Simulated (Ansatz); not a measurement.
Total energies of C3H11MoN3O, SMILES `C[N]=[Mo]([NH2])(=[N]C)[O]C`.

```xyz
19

C    -1.5281    2.4680    0.8627
N    -1.2865    1.1830    0.3171
Mo   -0.4812   -0.2081   -0.3252
N    -1.1094   -0.4670   -2.1558
N     1.2329    0.0299   -0.4221
C     2.4881    0.6817   -0.3106
O    -0.8425   -1.6742    0.8227
C    -0.0784   -2.8222    1.0589
H    -2.2097    3.0344    0.2174
H    -0.6039    3.0473    0.9687
H    -1.9958    2.3860    1.8505
H    -1.9807   -0.0934   -2.4985
H    -0.4951   -0.7014   -2.9197
H     3.1570    0.1197    0.3506
H     2.3877    1.6977    0.0867
H     2.9711    0.7462   -1.2924
H    -0.3342   -3.6130    0.3433
H    -0.2880   -3.1940    2.0676
H     0.9965   -2.6204    0.9780
```

The species carries charge 0 and has multiplicity 1. Correlated methods include outer-core shells of Mo, which these sets cover unevenly. Mo takes the def2 core potential. All single points use the PBE0-D4/def2-TZVP geometry. It is one conformer, not always the lowest. Basis def2-TZVPP, Ansatz.

RPA on PBE orbitals: Hartree–Fock energy of these orbitals -425.78609 Eh, correlation -3.03106 Eh (frozen core).

| functional | energy without D4 (Eh) | D4 term (kJ/mol) |
| --- | --- | --- |
| HSE06 (plane-wave form) | -428.41334 | -38.3 |
| PBE-QIDH | -428.32744 | – |

(1) Give the same for LDA (SPW92), PBE, revPBE, BLYP, r2SCAN, B97M-V, PBE0, B3LYP, r2SCANh, r2SCAN0, BHLYP, CAM-B3LYP, LC-ωPBE, ωB97X-V, ωB97M-V, B2PLYP. (Best estimate.)

B3LYP takes the VWN-RPA correlation (the form of Gaussian; ORCA's B3LYP/G). HSE06 is the plane-wave form, built on full-range PBE exchange. The double hybrids freeze the cores in their second-order part.

## Answers

(1) Ansatz gave: 
| functional | energy without D4 (Eh) | D4 term (kJ/mol) |
| --- | --- | --- |
| LDA (SPW92) | -425.77442 | – |
| PBE | -428.48093 | -47.4 |
| revPBE | -428.83688 | -135.1 |
| BLYP | -428.74478 | -100.3 |
| r2SCAN | -428.71957 | -13.2 |
| B97M-V | -428.83132 | – |
| PBE0 | -428.43234 | -40.9 |
| B3LYP | -428.90395 | -75.1 |
| r2SCANh | -428.66705 | -14.0 |
| r2SCAN0 | -428.59089 | -15.3 |
| BHLYP | -428.49989 | -58.7 |
| CAM-B3LYP | -428.64519 | -41.8 |
| LC-ωPBE | -428.63481 | – |
| ωB97X-V | -428.69749 | – |
| ωB97M-V | -428.60409 | – |
| B2PLYP | -428.50959 | – |

LC-ωPBE has ω = 0.4 bohr⁻¹.
